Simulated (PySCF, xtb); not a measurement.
H₃IS₃Ti, SMILES [SH][Ti]([SH])([SH])[I], multiplicity 1.

GFN2-xTB (xtb 6.7.1) at its own geometry gives an orbital gap of 1.35 eV and a dipole moment of 3.31 D.

The structure is a stationary point at B3LYP-D3(BJ)/def2-SVP. The spin state was assumed, not searched. The def2 effective core potentials stand for the cores of I; spin–orbit coupling is left out. The values are those of a single conformer.

Problem. What does PySCF with PBE0/def2-TZVP give? (The exact figures need the calculation; the answer reports its results.)

Solution. gap 4.61 eV (levels -7.83 and -3.22 eV), dipole 0.94 D.
